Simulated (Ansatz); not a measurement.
CH2ClF2NSi (`F/C=N/[SiH](F)Cl`), relaxed with RKS PBE0-D4/def2-TZVP in Ansatz 0.2.0 from a PBE-D4/def2-SVP geometry. The force threshold is 0.005 eV/Å; the program also tests the step.

Total charge 0; spin multiplicity 1.

Start:

```xyz
8

F     0.799    0.307   -2.650
C     0.703    0.022   -1.345
N    -0.275    0.414   -0.660
Si   -0.556    0.134    1.025
F     0.723   -0.621    1.712
Cl   -2.193   -1.100    1.211
H     1.586   -0.575   -1.024
H    -0.787    1.420    1.731
```

| step | energy (eV) | largest force (eV/Å) | largest move (Å) |
| --- | --- | --- | --- |
| 1 | -28385.7518 | 1.079 | 0.000 |
| 2 | -28385.8171 | 0.625 | 0.037 |
| 3 | -28385.8309 | 0.116 | 0.023 |
| 4 | -28385.8312 | 0.079 | 0.006 |
| 5 | -28385.8314 | 0.055 | 0.006 |
| 6 | -28385.8315 | 0.038 | 0.008 |
| 7 | -28385.8317 | 0.014 | 0.005 |
| 8 | -28385.8318 | 0.017 | 0.009 |
| 9 | -28385.8318 | 0.013 | 0.005 |
| 10 | -28385.8318 | 0.006 | 0.004 |
| 11 | -28385.8318 | 0.008 | 0.002 |
| 12 | -28385.8318 | 0.002 | 0.000 |

End:

```xyz
8

F     0.782    0.321   -2.621
C     0.701    0.018   -1.330
N    -0.260    0.391   -0.646
Si   -0.545    0.124    1.014
F     0.688   -0.605    1.710
Cl   -2.165   -1.082    1.206
H     1.574   -0.569   -1.034
H    -0.775    1.401    1.700
```

It took 51 s on 4 threads of an Arm Neoverse V2 on a shared host, with 0.58 GiB of host memory at the peak.
